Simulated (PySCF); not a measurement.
## Strontium: a sound run and one with changed settings

Sound run: Sr [Kr] 5s2, Sr+ [Kr] 5s1. All numbers are calculated (PySCF 2.14, scalar relativity by spin-free X2C-1e, in aug-cc-pVDZ-X2C (7s6p4d, 45 functions)). In the sound run the correlated levels freeze [Kr]. The sound run starts from symmetry-adapted Hartree-Fock orbitals and uses a fine grid where one is needed.

A second run was set up differently.

```csv
species,method,sound run (hartree),changed run (hartree),converged
Sr,MP2,-3177.36094,-3177.41507,yes
Sr+,MP2,n/a,-3177.21652,yes
```

Ionisation energy of Sr:

```
 method  sound run (eV)  changed run (eV)
    UHF           4.752             4.752
    MP2           5.189             5.403
SCS-MP2           5.276             5.452
```

(1) What was changed?
A. basis contracted for another Hamiltonian
B. all electrons correlated in a valence basis
C. too few SCF iterations
D. level shift left on

Answers

(1) B. A valence basis has no tight correlating functions, so it recovers only part of the core correlation, and not evenly between atom and ion.
